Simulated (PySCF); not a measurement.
## Splitting trees

Atom-mapped SMILES (the numbers label the heavy atoms): `[CH3:1][c:2]1[cH:3][cH:4][c:5]([F:6])[cH:7][cH:8]1` (H(Xn): hydrogen on atom n).

How the numbers were obtained: coordinates at the PBE0-D3(BJ)/def2-SVP level, HF/pcSseg-1 with gauge-including orbitals, J couplings at B3LYP/pcJ-1 (spin–dipole term only in couplings to heteroatoms), in PySCF 2.14 (gas phase, one computed conformer, averaged over atoms made equivalent by symmetry, fast rotation or ring inversion, non-relativistic).

Chemical shifts δ = σref − σ; ¹³C, ¹H vs TMS; ¹⁹F against CFCl3, all at this level.

Spectrometer: 600 MHz for ¹H. First-order analysis; couplings under 1 Hz (under 4 Hz in carbon signals) are ignored, and nearly equal couplings are merged; the smaller ones broaden or split the lines further.

(1) What pattern does C5 show in the proton-coupled ¹³C spectrum?

(2) What pattern does H(C1) show (¹H)?

(3) What pattern does F6 show (¹⁹F)?

Results:

(1) A doublet of triplets of triplets at δ 167.0: 312.8 Hz to F6 (1 × ¹⁹F, 1 bond away), 11.0 Hz to H(C3)/H(C8) (2 × ¹H, 3 bonds away), 4.6 Hz to H(C4)/H(C7) (2 × ¹H, 2 bonds away). Lines in Hz from the centre (relative intensity): +172.0 (1), +167.4 (2), +162.8 (1), +161.0 (2), +156.4 (4), +151.8 (2), +150.0 (1), +145.4 (2), +140.8 (1), -140.8 (1), -145.4 (2), -150.0 (1), -151.8 (2), -156.4 (4), -161.0 (2), -162.8 (1), -167.4 (2), -172.0 (1). The outer lines are 344.0 Hz apart, the sum of the couplings kept, or 2.280 ppm at this field.

(2) A doublet at δ 2.43: 1.4 Hz to F6 (1 × ¹⁹F, 6 bonds away). Lines in Hz from the centre (relative intensity): +0.7 (1), -0.7 (1). The outer lines are 1.4 Hz apart, the sum of the couplings kept, or 0.002 ppm at this field.

(3) A triplet of triplets of quartets at δ -100.4: 8.6 Hz to H(C4)/H(C7) (2 × ¹H, 3 bonds away), 4.8 Hz to H(C3)/H(C8) (2 × ¹H, 4 bonds away), 1.4 Hz to H(C1) (3 × ¹H, 6 bonds away).

Unscaled 3J(H,H) at this level run about 10 % above measured values.
